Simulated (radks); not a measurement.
The germanium ion Ge+, 31 electrons, occupied as [Ar] 3d10 4s2 4p1.

Calculated with a radial shooting solver on a logarithmic mesh with Libxc functionals: scalar-relativistic Kohn-Sham, LDA (Slater exchange, Perdew-Wang correlation), spin-polarised, spherical densities, finite nucleus; open shells are filled with parallel spins first; Fermi nuclear charge, rms radius 4.0742 fm.

Energy parts (eV):
total: -57024.553
kinetic: 58035.376
electron-nucleus: -137244.570
Hartree: 24260.782
exchange-correlation: -2076.141

Orbitals (lengths in bohr, moments of r in powers of bohr; <r^-3> diverges for s and p1/2; r(90%) holds 90 % of the orbital's charge):
orbital  occ.  eigenvalue (eV)   <1/r>  r(90%)  <r^-3>
1s up       1        -10950.15   32.33  0.0841       -
1s down     1        -10950.11   32.33  0.0841       -
2s up       1        -1378.486   7.094   0.325       -
2s down     1        -1378.468   7.094   0.325       -
2p up       3        -1207.126   6.963   0.300   993.1
2p down     3        -1207.094   6.963   0.300   993.0
3s up       1        -176.7997   2.281   0.936       -
3s down     1        -176.7531   2.282   0.936       -
3p up       3        -124.4536   2.130   0.998   134.9
3p down     3        -124.3967   2.130   0.997   135.0
3d up       5         -38.6291   1.781    1.25   14.20
3d down     5         -38.5199   1.785    1.25   14.25
4s up       1         -20.4827  0.6476    3.02       -
4s down     1         -19.6890  0.6504    3.02       -
4p up       1         -11.8124  0.5123    3.84   8.040
4p down     0         -11.0069  0.5096    3.90   8.000

The highest occupied level is 4p up at -11.812 eV. The electron density at the nucleus is 3.193e+04 e/bohr^3 (large components only). Spin moment in Bohr magnetons: 1. For comparison, the ionisation energy in NIST's Atomic Spectra Database is 15.935 eV (measured). In exact Kohn-Sham theory the highest level is minus the ionisation energy, but local and semilocal functionals leave it too shallow, through self-interaction and a potential that decays too fast; potentials with the right tail come closer.
